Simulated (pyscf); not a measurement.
Structures and frequencies: ωB97X-D3(BJ)/def2-SVP in PySCF.

SMILES: C=CC(CCl)Cl
```xyz
12

C     -1.9209     0.7113    -1.3215
C     -0.8700     1.5268    -1.4011
C      0.5755     1.1111    -1.4293
Cl     1.4191     1.9259    -0.0536
C      0.8651    -0.3767    -1.2988
Cl     0.3708    -1.2619    -2.7680
H     -1.8221    -0.3774    -1.3008
H     -2.9364     1.1173    -1.2999
H     -1.0221     2.6114    -1.4417
H      1.0597     1.4956    -2.3394
H      1.9426    -0.5329    -1.1681
H      0.3348    -0.8039    -0.4369
```

Q: What is the homolytic dissociation enthalpy (298 K, ωB97M-D3(BJ)/def2-TZVP) of the C–C bond of `[CH2]=[CH][CH]([Cl])[CH2][Cl]`, to •H₂C–CH=CH–Cl + •H₂C–Cl?

A: C–C to •H₂C–CH=CH–Cl + •H₂C–Cl: 3.05 eV. The 7 functionals that were run give +2.56 (r²SCAN) to +3.14 eV (M06-2X). The radicals are drawn with the spin at the cut bond; how far it spreads was not checked. Other isomers of •H₂C–CH=CH–Cl were not searched in full and may lie lower.
